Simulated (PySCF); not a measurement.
NMR data simulated for an unnamed compound:

¹H NMR (400 MHz, computed): δ 6.78 (m, 2H), 6.53 (m, 2H), 4.55 (m, 1H), 3.20 (m, 1H), 0.90 (d, 3H).

¹³C{¹H} NMR (computed): δ 144.0 (CH), 131.4 (CH), 37.8 (CH), 18.6 (CH3).

PySCF 2.14.0 with density-fitted response routines calculation with GFN2-xTB structure and shieldings: GIAO PBE0/pcSseg-1; no solvent, a single conformation, fast rotation and ring inversion assumed for equivalent nuclei, relativity neglected.

Scale: TMS for ¹H and ¹³C (reference shieldings calculated alike).

Which of these does the molecule contain: a carboxylic acid, an NH or NH2 group, a non-aromatic C=C double bond, a CF3 group?

Answers


- A carboxylic acid: no.
- An NH or NH2 group: no.
- A non-aromatic C=C double bond: yes.
- A CF3 group: no.

The data belong to SMILES CC1C=CPC=C1, C6H9P; they needn't prove each group on their own.

Carbon signals by region: 2 in the sp2 and nitrile region (100–160 ppm), 2 below 50 ppm.

Splittings by ³¹P in the carbon and heteronuclear signals aren't shown, as no couplings were computed. Shifts are as computed. Against solution values, carbons near 30 ppm lie about +3 ppm off and those near 130 ppm about +5 ppm. Of 1211 compounds with measured shifts, 218 miss one by over three times the rms of a fit or turn the order of signals round; such compounds aren't used in these exercises. No couplings were computed; multiplicities are counted from neighbouring protons, with m where these are inequivalent, close in shift, in a saturated or five-membered ring or joined by F or P, and br s for small geminal =CH2 splittings.
